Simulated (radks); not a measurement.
These are the eigenvalues of the occupied orbitals of an atom or ion with whole-number occupations (hartree). Method: Dirac Kohn-Sham, PBEsol, spin-unpolarised, spherical densities, point nucleus; computed with a radial shooting solver on a logarithmic mesh with Libxc functionals.

orbital  eigenvalue
1s1/2     -76.84036
2s1/2      -6.76820
2p1/2      -4.98189
2p3/2      -4.94822
3s1/2      -0.85358
3p1/2      -0.52272
3p3/2      -0.52029

Which element is it, and in what charge state? The configuration may be excited. Open shells, if any, are shared by 2j + 1.

Answer. Z = 15, phosphorus, charge +1: P+ in [Ne] 3s2 3p2. The list shows which subshells hold electrons but not how many an open one holds; the 1s level, -76.84 hartree, gives Z - s = 12.4 by -(Z - s)^2/2, which with screening and relativity narrows Z to a few neighbours, and the depths of the outer levels then fix element, charge and occupations together.
